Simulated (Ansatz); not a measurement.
trans-[TiF2(H2O)4]+ (TiO₄F₂H₈⁺). Charge 1, multiplicity 2. Geometry B3LYP-D4/def2-SVP; atoms count from 1.

```
atom   x (Å)   y (Å)   z (Å)
  F1   0.979   0.801  -1.276
  F2  -0.979  -0.801   1.276
  O3  -1.793   1.025  -0.721
  O4   1.784  -1.032   0.734
  O5   0.410   1.670   1.352
  O6  -0.401  -1.662  -1.364
 Ti7   0.000   0.000   0.000
  H8  -2.658   0.634  -0.524
  H9  -1.820   1.327  -1.642
 H10   1.789  -1.345   1.652
 H11   2.655  -0.643   0.559
 H12  -0.208   1.845   2.079
 H13   0.649   2.527   0.967
 H14  -0.621  -2.531  -0.993
 H15   0.215  -1.814  -2.098
```

No other spin state of charge 1 was run.

(1) Estimate the Mulliken populations from the PBE0/def2-TZVP orbitals of Ansatz.

(2) Where does the spin sit?

(3) And the Mayer bond orders between bonded heavy atoms (over 0.3)?

Results:

(1) 
```
atom  charge (e)  spin (α − β)  d electrons
  F1       -0.50         -0.02            –
  F2       -0.50         -0.02            –
  O3       -0.60          0.00            –
  O4       -0.60          0.00            –
  O5       -0.60          0.00            –
  O6       -0.60          0.00            –
 Ti7        1.31          1.06         2.14
  H8        0.39          0.00            –
  H9        0.39          0.00            –
 H10        0.39          0.00            –
 H11        0.39          0.00            –
 H12        0.39          0.00            –
 H13        0.39          0.00            –
 H14        0.39          0.00            –
 H15        0.39          0.00            –
```
Mulliken values and Mayer orders depend strongly on the basis.

(2) Summed by element: F -0.04, O -0.02, Ti 1.06, H 0.00, of 1 unpaired in all. Largest on single atoms: Ti7 1.06, F2 -0.02, F1 -0.02.

(3) F1–Ti7 0.89 (1.80 Å); F2–Ti7 0.89 (1.80 Å).
